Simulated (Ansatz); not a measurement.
A nudged elastic band was laid between two geometries of BrCl₂Sb (4 atoms, charge 0, multiplicity 1).

Computed with Ansatz 0.2.0, RKS PBE-D4/def2-mTZVP.

* movable images: 6
* climbing image: no
* spring: 5.0 eV/Å²
* optimiser: quadratic models (default)
* start path: IDPP
* force threshold: 0.03 eV/Å
* iteration limit: 60
* end points: relaxed

First end point:

```xyz
4
Properties=species:S:1:pos:R:3
Cl 1.300 0.473 1.614
Sb -0.720 -0.117 0.479
Cl 0.105 -2.014 -0.720
Br -0.629 1.597 -1.393
```

Last end point:

```xyz
4
Properties=species:S:1:pos:R:3
Cl 0.888 0.420 1.882
Sb 0.755 0.074 -0.480
Cl -0.307 -2.067 -0.453
Br -1.281 1.512 -0.970
```

Q: Which bonds break or form, and what moves?

A: No bond is made or broken. The height of Sb2 over the plane of its neighbours goes from -1.18 to 1.18 Å. The two ends are copies of one structure, up to a mirror image or an exchange of like atoms.

Q: What energy profile does the band end with?

A: It converged. The highest image is number 4 of 0 to 7, 26.6 kcal/mol above the ends, which have the same energy within 2 meV. No image climbed, so the highest image needn't sit at the top of the path.

```csv
image,path coordinate (Å),energy (kcal/mol),height of Sb2 over the plane of its neighbours (Å)
0,0.00,0.0,-1.18
1,0.36,4.2,-0.92
2,0.72,14.8,-0.60
3,1.09,26.6,-0.21
4,1.45,26.6,0.21
5,1.81,14.8,0.60
6,2.17,4.2,0.92
7,2.54,0.0,1.18
```

Q: What is the geometry of the highest image?

A: 
```xyz
4
Properties=species:S:1:pos:R:3
Cl 1.247 0.515 2.075
Sb 0.156 -0.017 -0.076
Cl -0.152 -2.397 -0.659
Br -1.196 1.838 -1.360
```

The band took 5 iterations and of the order of 2.3 core-minutes.

The run took 72 s on 2 threads of Arm Neoverse V2, with other jobs on the host, peak memory 0.17 GiB.
